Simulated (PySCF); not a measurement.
Electron correlation in As³⁺ (arsenic, charge +3)

[Ar] 3d10 4s2, closed-shell 1S. Calculation: PySCF 2.14, in x2c-TZVPPall with one added diffuse shell each of s, p, d type (7s6p5d1f, 57 functions); scalar relativity by spin-free X2C-1e. Frozen: [Ne]; 20 electrons correlated.

MP2 pair energies summed by pair of shells (mhartree):

```csv
pair,energy,share (%)
3d-3d,-96.09,34.5
3p-3d,-80.10,28.7
4s-4s,-29.51,10.6
3d-4s,-19.87,7.1
3p-3p,-19.52,7.0
3s-3d,-17.56,6.3
3s-3p,-9.66,3.5
3p-4s,-4.76,1.7
3s-3s,-1.22,0.4
3s-4s,-0.53,0.2
```

Total MP2 correlation energy: -278.82 mhartree.

Same-spin part -85.35 and opposite-spin part -193.48 mhartree; SCS-MP2 scales them by 1/3 and 6/5 to -260.62 mhartree.

MP2 falls well short for the outer s pair, which is nearly degenerate with np².

This basis was not built for core-valence correlation, so the inner-shell part is incomplete.
